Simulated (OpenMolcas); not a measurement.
Cr4+ (d2) among equal point charges was computed by CASSCF with the d shell active (OpenMolcas, ANO-RCC-VDZP on the metal). Its lowest spin-free states, and all those of the highest spin:

```csv
2S+1,Degeneracy,E (cm-1)
3,1,0.0
3,2,610.5
3,1,2163
3,2,2931
3,1,5182
1,1,16533
1,1,17480
1,2,17495
1,1,18672
3,2,20357
3,1,23404
1,2,25267
```

Is the site octahedral, tetrahedral or cube-like, axial, or of lower symmetry?

The states with 2S+1 = 3 have orbital degeneracies 1, 2, 1, 2, 1, 2, 1. There are pairs but no triples, so the site is axial: not cubic, but with a proper or improper axis of order three or more. The run had Cr4+ among 6 point charges of -1 e arranged as a tetragonal octahedron (D4h), 1.75 Å from the ion, with the axial distance 2.012 Å.

Without dynamic correlation the repulsion within the d shell is too large (B by tens of per cent), so at a given field states of lower spin stand too high. Point charges carry no covalency, so the field is a model and not that of real ligands. No measured value stands beside these numbers.
